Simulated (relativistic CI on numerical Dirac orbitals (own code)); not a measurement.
# Ta4+: L2,3 absorption edge

Computed with this model: Dirac-Coulomb-Breit CI, KLI orbitals optimised for each configuration, model QED, valence Slater integrals scaled by 0.7, multiplet model of core-to-valence dipole absorption; configurations [Xe] 4f14 5d → [He] 2s2 2p5 3s2 3p6 3d10 4s2 4p6 4d10 4f14 5s2 5p6 5d2; 10 K; Lorentzian 5 eV and Gaussian 1 eV FWHM. Energies are those of the free ion, without screening or charge transfer. The branching ratio is the share of the lower-energy edge in the whole absorption, uncertain by about 0.02 where the edges overlap. S is read from ⟨S²⟩ = S(S + 1).

Field parameters in Wybourne normalisation: Oh B⁴₀ = 21Dq, B⁴₄ = √(5/14) B⁴₀. The field is a parameter set, without covalency.

free ion: ground-state S = 0.50, centroid 10185.86 eV, branching ratio 0.758. Peaks (eV, height): 9882.0 (100), 11137.5 (31).

Oh, 10Dq = 19200 cm⁻¹: ground-state S = 0.50, centroid 10214.93 eV, branching ratio 0.735. Peaks (eV, height): 9882.5 (100), 11137.5 (35).

Oh, 10Dq = 29850 cm⁻¹: ground-state S = 0.50, centroid 10219.50 eV, branching ratio 0.731. Peaks (eV, height): 9883.0 (100), 11137.0 (37).

Oh, 10Dq = 40550 cm⁻¹: ground-state S = 0.50, centroid 10221.91 eV, branching ratio 0.730. Peaks (eV, height): 9880.0 (98), 9884.0 (100), 11136.5 (40), 11141.0 (32).

The statistical ratio of this edge is 2/3 = 0.667. Values above it arise where the holes sit mainly in the j = l + 1/2 valence subshell or the ground state has high spin; values below it where core-valence Coulomb terms move weight to the upper edge, as in nearly empty shells. At deep edges of heavy elements the radial integrals of the two core levels differ, which raises the baseline.

Strongest unbroadened transitions for free ion:

| Energy (eV) | Relative strength |
| --- | --- |
| 9880.32 | 4.7 |
| 9880.33 | 13.2 |
| 9881.07 | 29.9 |
| 9881.17 | 69.8 |
| 9881.79 | 41.7 |
| 9881.96 | 68.7 |
| 9882.00 | 73.4 |
| 9882.06 | 8.2 |
| 9882.16 | 23.0 |
| 9882.31 | 88.5 |
| 9882.80 | 87.5 |
| 9882.94 | 13.0 |
| 11137.30 | 25.7 |
| 11137.52 | 100.0 |
| 11138.74 | 23.2 |
| 11138.89 | 10.8 |
| 11138.91 | 2.2 |
| 11142.01 | 4.9 |
